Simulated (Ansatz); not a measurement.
Relaxation of AlH11N4 (16 atoms, charge 0, multiplicity 1), to a largest force component of 0.03 eV/Å in at most 50 steps.

All numbers below come from Ansatz 0.2.0, RKS B3LYP/6-31G*.

```xyz
16
Properties=species:S:1:pos:R:3
Al -0.896 -0.594 -0.773
H 1.833 0.025 -0.401
N -0.390 -2.293 -0.629
N -0.966 0.216 -2.358
H 0.580 1.068 1.797
N -1.372 0.355 0.771
H 1.799 0.390 0.189
N 1.420 1.482 2.211
H -0.123 -2.758 0.228
H -0.329 -2.932 -1.411
H -1.513 1.039 -2.574
H -0.449 -0.091 -3.172
H -1.677 1.321 0.722
H -1.824 -0.106 1.554
H 1.798 2.138 1.530
H 2.108 0.740 2.315
```

Where does it end, and by what steps?

The forces met the threshold. The force dipped under the threshold on the way, but the program's further checks kept it going. After 16 steps the energy has fallen by 0.208 eV; H2 moved furthest, 1.58 Å.

```csv
step,energy less start (eV),largest force component (eV/Å),accepted
0,0.0000,1.979,yes
1,-0.1404,0.608,yes
2,-0.1720,0.269,yes
3,-0.1858,0.302,yes
4,-0.1931,0.090,yes
5,-0.1982,0.041,yes
6,-0.2008,0.158,yes
7,-0.2001,0.293,no
8,-0.2025,0.197,yes
9,-0.2053,0.007,yes
10,-0.2064,0.079,yes
11,-0.2072,0.095,yes
12,-0.2076,0.125,yes
13,-0.2080,0.076,yes
14,-0.2083,0.022,yes
15,-0.2084,0.017,yes
16,-0.2085,0.021,yes
```

```xyz
16
Properties=species:S:1:pos:R:3
Al -1.147 -0.581 -0.767
H 3.376 0.334 -0.464
N -0.556 -2.250 -0.563
N -1.277 0.148 -2.390
H 0.438 0.983 1.695
N -1.547 0.390 0.687
H 2.908 0.528 0.081
N 1.220 1.335 2.256
H -0.207 -2.644 0.301
H -0.520 -2.942 -1.300
H -1.840 0.955 -2.623
H -0.791 -0.188 -3.211
H -1.781 1.375 0.660
H -1.856 -0.007 1.567
H 1.718 2.010 1.677
H 1.861 0.555 2.393
```

The run took 48 s on 2 threads of Arm Neoverse V2, on a shared host, peak memory 0.23 GiB.
